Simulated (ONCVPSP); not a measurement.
**C (Z = 6), ONCV: configuration errors across variants**

C (Z = 6), optimised norm-conserving Vanderbilt (ONCV), made with ONCVPSP 4.0.1 (LDA (Perdew-Wang 92), scalar-relativistic). Core [He], reference 2s2 2p1.5 (charge +0.5). Waves: 2s: rc 1.00 bohr, ncon 4, nbas 7, qcut 7.6 1/bohr, local; 2p: rc 1.75 bohr, ncon 3, nbas 6, qcut 7.6 1/bohr, 2 projectors, debl 0.8 Ha; d scattering state at 0.29 Ha: rc 1.55 bohr, ncon 3, nbas 6, qcut 6.3 1/bohr, 3 projectors, debl 2.6 Ha. Local part: the s channel. Core correction: Teter function, fcfact 4, rcfact 1.1.

All-electron excitation energies from the reference (eV): (1) 2s2 2p2 -4.027; (2) 2s2 2p1 6.958; (3) 2s2 2p0 31.216; (4) 2s0 2p4 12.490.

Errors AE − PS in meV (a dash: test not solved or not reliable):

```tsv
change	(1)	(2)	(3)	(4)	bound ghosts	GHOST(+) flags above zero
base	+3.2	+7.5	+146	+48	none	none
core correction Teter function, fcfact 1.7, rcfact 1.1	+3.2	+7.8	+153	+50	none	none
core correction Teter function, fcfact 2.3, rcfact 1.1	+3.2	+7.8	+151	+50	none	none
core correction Teter function, fcfact 3.4, rcfact 1.1	+3.2	+7.6	+148	+49	none	none
core correction Teter function, fcfact 4.3, rcfact 1.1	+3.2	+7.5	+145	+48	none	none
core correction Teter function, fcfact 5.4, rcfact 1.1	+3.1	+7.4	+143	+47	none	none
core correction Teter function, fcfact 6.8, rcfact 1.1	+3.1	+7.3	+140	+47	none	none
```

**Question.** Give the same row for: core correction Teter function, fcfact 7.5, rcfact 1.1.

**Answer.** +3.1, +7.2, +139, +47; bound ghosts: none; GHOST(+) flags above zero: none.
